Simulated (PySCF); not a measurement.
The vertical singlet excitations below were computed for one of the candidates. Level of theory: TDDFT CAM-B3LYP/def2-SVPD, vertical, gas phase, core orbitals frozen in the response (PySCF 2.14.0, density-fitted response routines). Geometries: PBE0-D3(BJ)/def2-SVP, one conformer each.

| state | λ (nm) | f |
| --- | --- | --- |
| S1 | 288.9 | 0.081 |
| S2 | 272.0 | 0.353 |
| S3 | 230.9 | 0.015 |
| S4 | 216.0 | 0.013 |
| S5 | 213.5 | 0.124 |
| S6 | 207.2 | 0.0000 |
| S7 | 204.3 | 0.0012 |
| S8 | 199.3 | 0.0024 |
| S9 | 195.0 | 0.015 |
| S10 | 191.4 | 0.500 |

Question: Which candidate is it?
A. `C=C[C@@H]1CC(=C)[C@@H]1C(F)(F)F`
B. `FC(F)=C(F)[C@]12CC[C@H](C1)C2`
C. `CN(C)c1ccpc(F)c1`

Answer: C. Its S1, at 4.29 eV, is the lowest among the candidates; the nearest of the others has S1 at 6.53 eV. S1 is HOMO→LUMO+1 (62%), HOMO→LUMO (26%), HOMO-1→LUMO (9%). Löwdin shares by element: HOMO phosphorus 24%, nitrogen 22%, carbon 19% or more (atoms not listed hold the other 35%); LUMO carbon 44% or more, phosphorus 30% (atoms not listed hold the other 26%). At the same level the other candidates give, for their lowest levels:
- `C=C[C@@H]1CC(=C)[C@@H]1C(F)(F)F`: 181 nm (f 0.436); 175 nm (f 0.037); 169 nm (f 0.444); 168 nm (f 0.006); 164 nm (f 0.081); T1 4.19 eV; HOMO -8.98, LUMO 0.69 eV
- `FC(F)=C(F)[C@]12CC[C@H](C1)C2`: 190 nm (f 0.017); 176 nm (f 0.001); 169 nm (f 0.472); 161 nm (f 0.009); 151 nm (f 0.000); T1 4.35 eV; HOMO -8.46, LUMO 1.10 eV

Conformer computed: `[CH3:1][N:2]([CH3:3])[c:4]1[cH:5][cH:6][p:7][c:8]([F:9])[cH:10]1`: C1–N2–C4–C5 180°.
Triplets come from the Tamm–Dancoff approximation.
